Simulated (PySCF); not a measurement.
**Broadened absorption spectrum of C3BN3**

C₃BN₃.
SMILES with atom numbers: `[N:1]#[C:2][B:3]([C:4]#[N:5])[C:6]#[N:7]`

Structure used (PBE0-D3(BJ)/def2-SVP), in Å, numbered top down from 1:
```
atom  x, y, z in Å
N1    -0.1952    2.6724   -0.1509
C2    -0.1074    1.5157   -0.1091
B3     0.0128   -0.0071   -0.0512
C4     1.3941   -0.6614   -0.0249
N5     2.4432   -1.1578   -0.0038
C6    -1.2465   -0.8735   -0.0198
N7    -2.2024   -1.5316    0.0037
```

Level of theory: PySCF, TDDFT CAM-B3LYP/def2-SVPD, vertical, gas phase, core orbitals frozen in the response.

Broadening: Gaussians 0.5 eV wide at half height, area fixed by f = 4.319×10⁻⁹ ∫ε dν̃. The width is an assumption, not a result. The curve ends short of the highest state used, and states not computed would add to its high-energy end.

```csv
λ (nm),ε (L mol⁻¹ cm⁻¹)
213.7,3787
216.0,5776
218.2,8164
220.5,10915
222.8,13533
225.1,15578
227.3,16675
229.6,16756
231.9,15792
234.2,14010
236.5,11741
238.7,9429
241.0,7135
243.3,5147
245.6,3551
247.9,2348
250.1,1523
252.4,934
254.7,553
257.0,317
259.3,176
261.5,97
263.8,51
266.1,26
268.4,13
270.6,7
272.9,3
275.2,1
277.5,1
279.8,0
282.0,0
284.3,0
286.6,0
288.9,0
291.2,0
293.4,0
295.7,0
298.0,0
300.3,0
302.5,0
304.8,0
307.1,0
309.4,0
311.7,0
313.9,0
316.2,0
318.5,0
320.8,0
323.1,0
325.3,0
327.6,0
329.9,0
332.2,0
334.4,0
336.7,0
339.0,0
```

Task: Locate the maxima and give the states behind the curve.

Result: 229 nm (5.42 eV), ε about 17000, made up of S4 (50%) and S5 (50%) (ε in L mol⁻¹ cm⁻¹; maxima over ε = 5, shares over 10%). The states used: S1 4.41 eV (f 0.0000); S2 4.62 eV (f 0.0000); S3 4.62 eV (f 0.0000); S4 5.42 eV (f 0.156); S5 5.42 eV (f 0.156); S6 5.85 eV (f 0.0000); S7 5.86 eV (f 0.0000); S8 6.03 eV (f 0.012); S9 6.40 eV (f 0.0000).

Task: Coming from long wavelengths, where does ε first pass 100 L mol⁻¹ cm⁻¹?

Result: At about 261 nm (4.74 eV), 0.34 eV above S1.

Task: Does any computed singlet lie in the visible range?

Result: No computed singlet lies in the visible range (380 to 750 nm); the lowest, at 281 nm, stands 1.14 eV above its violet end (3.26 eV).

Task: On this curve, what absorbance would a 10⁻³ mol/L sample give at 266 nm over a 1 cm path?

Result: 266 nm is 4.661 eV, where ε is about 27 L mol⁻¹ cm⁻¹, so A = ε c l ≈ 0.027 (Beer–Lambert, with the gas-phase spectrum and the assumed width).

The vertical ionisation energy (ΔSCF) is 13.54 eV, 7.14 eV above S9.
